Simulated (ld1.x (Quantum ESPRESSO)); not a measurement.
**An all-electron radial function and its pseudo partner (hafnium (Hf))**

Columns: radius, all-electron u(r) and pseudo u(r) of the 5d shell (level -3.33 eV) of hafnium in the configuration [Kr] 4d10 4f14 5s2 5p6 5d2 6s1.5 6p0.5; PBEsol, scalar-relativistic, TM scheme, ld1.x (Quantum ESPRESSO) 7.5.

| r (bohr) | all-electron | pseudo |
| --- | --- | --- |
| 0.128 | 0.1784 | 0.0018 |
| 0.255 | -0.0903 | 0.0136 |
| 0.382 | -0.2719 | 0.0433 |
| 0.510 | -0.2136 | 0.0955 |
| 0.638 | -0.0424 | 0.1691 |
| 0.765 | 0.1445 | 0.2582 |
| 0.893 | 0.3092 | 0.3551 |
| 1.020 | 0.4377 | 0.4486 |
| 1.148 | 0.5324 | 0.5311 |
| 1.275 | 0.5968 | 0.5953 |
| 1.402 | 0.6373 | 0.6396 |
| 1.530 | 0.6593 | 0.6647 |
| 1.658 | 0.6671 | 0.6734 |
| 1.785 | 0.6645 | 0.6699 |
| 1.912 | 0.6545 | 0.6580 |
| 2.040 | 0.6392 | 0.6409 |
| 2.168 | 0.6202 | 0.6209 |
| 2.295 | 0.5992 | 0.5993 |
| 2.422 | 0.5768 | 0.5768 |
| 2.550 | 0.5534 | 0.5534 |
| 2.678 | 0.5299 | 0.5299 |
| 2.805 | 0.5065 | 0.5065 |
| 2.932 | 0.4834 | 0.4834 |
| 3.060 | 0.4605 | 0.4605 |
| 3.188 | 0.4381 | 0.4381 |
| 3.315 | 0.4165 | 0.4165 |

Problem. How many radial nodes do the two functions have?

Solution. The all-electron 5d function has n − l − 1 = 2; the pseudo-wave has 0, since the states of the same l below it are removed with the core.

Problem. At about which radius was the pseudo-wave matched?

Solution. 2.55 bohr. The columns agree to 0.0005 from 2.29 bohr on; several derivatives are matched, so the curves merge somewhat inside the radius.

Problem. Is the pseudo-wave norm-conserving?

Solution. Yes: the TM scheme keeps the norm inside the radius equal to the all-electron one, which fixes the energy derivative of the logarithmic derivative at the level.
